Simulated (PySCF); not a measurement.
Sulfur: a sound run and one with changed settings

Sound run: S²⁺ [Ne] 3s2 3p2, S³⁺ [Ne] 3s2 3p1. All numbers are calculated (PySCF 2.14, the non-relativistic Hamiltonian (point nucleus), in cc-pV(D+d)Z (4s3p2d, 23 functions)). The sound run starts from symmetry-adapted Hartree-Fock orbitals and uses a fine grid where one is needed.

Changed run: 6 angular points. This setting is unsound on purpose.

| species | method | sound run (hartree) | changed run (hartree) | converged |
| --- | --- | --- | --- | --- |
| S²⁺ | UHF | -396.32304 | -396.32304 | yes |
| S²⁺ | PBE | -396.69212 | -396.74638 | yes |
| S²⁺ | PBE0 | -396.72699 | -396.75776 | yes |
| S³⁺ | UHF | -395.06882 | -395.06882 | yes |
| S³⁺ | PBE | -395.41173 | -395.47933 | yes |
| S³⁺ | PBE0 | -395.44555 | -395.48053 | yes |

Ionisation energy of S²⁺:

```
method  sound run (eV)  changed run (eV)
   UHF          34.129            34.129
   PBE          34.841            34.478
  PBE0          34.870            34.755
```

A coarse angular grid integrates products of high-l functions wrongly, so density functionals can shift, and the SCF can exploit the error; Hartree-Fock and MP2 need no grid.

For comparison, NIST gives 34.86 ± 0.04 eV between the lowest levels.
